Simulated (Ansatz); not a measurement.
```yaml
crystal:
  periodic: [false, false, false]
  atoms:
    - {symbol: F, position_ang: [0.065679, -1.306057, 0.969068]}
    - {symbol: C, position_ang: [-0.318403, -0.523878, 0.105791]}
    - {symbol: C, position_ang: [0.300470, 0.538759, -0.179589]}
    - {symbol: Zn, position_ang: [-1.151598, 0.353421, -1.175588]}
    - {symbol: H, position_ang: [1.149760, 0.869951, 0.242138]}
basis:
  gaussian: {orbitals: aug-cc-pVDZ}
magnetization: {spin_polarized: true, initial_magnetization: 0}
hamiltonian: {xc: {name: PBE}, dispersion: d3bjatm}
kpoints: {mp_grid: {grid: [2, 2, 2]}}
```

```sh
$ ansatz run in.yaml --threads 2 --pin off --events-out ev --progress --plain --max-ram 4352MiB
```

Shortened log:

```
Error: invalid value for `basis.gaussian`: such a run doesn't read kpoints; remove what it names
```

Question: Something in this input is off. What?

Answer: The input holds a key that doesn't belong there. The program refused the input.
